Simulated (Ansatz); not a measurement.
Ansatz results at the PBE0-D4/def2-TZVP geometry: size of the dipole moment (PBE/def2-TZVPP) 1.55 D; HOMO–LUMO gap (PBE0/def2-TZVPP) 4.59 eV; size of the dipole moment (ωB97M-V/def2-TZVPP) 1.67 D.

Each molecule was computed in one conformer, which needn't be the lowest.

(1) Which molecule gave them?
A. `[BH2][GeH2][CH2][SiH3]`
B. `O[SiH]1C[Se]C1`
C. `O=COC=S`
D. `O=C(S)CO`

Answers

(1) C. The others give `[BH2][GeH2][CH2][SiH3]`: 0.78, 5.77, 0.73; `O[SiH]1C[Se]C1`: 1.79, 6.09, 1.81; `O=C(S)CO`: 1.86, 7.03, 2.03.
